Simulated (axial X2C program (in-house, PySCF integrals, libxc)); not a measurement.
**Excited states of MgI⁻ by EOM-EE-CCSD**

Calculated with an in-house all-electron X2C program for linear molecules (integrals from PySCF): two-component X2C with atomic mean-field Coulomb and Gaunt terms, Gaussian nuclei, basis I dyall-acv3z, Mg dyall-acv3z with contracted cores.

R = 2.923 Å (near the PBE0 minimum at charge -1 of the determinant lowest at the starting distance; the state shown can have its own minimum elsewhere).

Vertical excitation energies from the closed-shell determinant state of MgI⁻:

```
 Ω  excitation (eV)   cm⁻¹        hole of the leading pair  particle of the leading pair  weight of the pair (for Ω = 0 its time-reversed partner can hold as much again)  singles weight
0⁻            1.666  13434   67% Mg sσ, 17% Mg pσ, 8% I pσ                     88% Mg pπ                                                                             0.48            0.97
0⁺            1.666  13439   67% Mg sσ, 17% Mg pσ, 8% I pσ                     88% Mg pπ                                                                             0.48            0.97
 1            1.676  13519   67% Mg sσ, 17% Mg pσ, 8% I pσ                     88% Mg pπ                                                                             0.49            0.97
 2            1.687  13605   67% Mg sσ, 17% Mg pσ, 8% I pσ                     88% Mg pπ                                                                             0.97            0.97
 1            2.186  17628   64% Mg sσ, 18% Mg pσ, 9% I pσ          59% Mg pσ, 37% Mg sσ                                                                             0.95            0.95
0⁻            2.186  17629   64% Mg sσ, 18% Mg pσ, 9% I pσ          59% Mg pσ, 37% Mg sσ                                                                             0.48            0.95
 1            2.304  18581  62% Mg sσ, 19% Mg pσ, 11% I pσ                     98% Mg pπ                                                                             0.47            0.93
0⁺            2.319  18702  63% Mg sσ, 19% Mg pσ, 10% I pσ          77% Mg pσ, 21% Mg sσ                                                                             0.47            0.93
0⁻            2.471  19927  61% Mg sσ, 19% Mg pσ, 11% I pσ          59% Mg sσ, 35% Mg pσ                                                                             0.47            0.94
 1            2.471  19930  61% Mg sσ, 19% Mg pσ, 11% I pσ          59% Mg sσ, 35% Mg pσ                                                                             0.94            0.94
 2            2.549  20558  63% Mg sσ, 19% Mg pσ, 10% I pσ                     98% Mg pπ                                                                             0.94            0.94
```

This point took 17 s on 1 thread of Arm Neoverse V2 (shared host).

Reference electrons by ω block (each with its −ω partner): 1/2: 22, 3/2: 9, 5/2: 2. 10 electrons of MgI⁻ correlated (inner shells frozen), 88 natural virtual spinors (a truncated set); levels can be off by some tenths of an eV. Roots sought by Ω: (0: 5, 1: 4, 2: 3, 3: 1); rows need 60 % singles weight and stop where some Ω has no more roots. Missing are any skipped roots, higher Ω and states of a further excitation; these come out far too high here and may in truth be low or lowest. T1 of the reference 0.013 (Lee–Taylor). The highest Hartree–Fock level of the anion lies at -1.74 eV; relaxation, partly offset by correlation, puts the detachment threshold some tenths of an eV to over one eV lower in magnitude, and states above it are held by the basis set and are not bound. Number of frozen shells: I 4 s, 3 p, 2 d; Mg 2 s, 1 p.
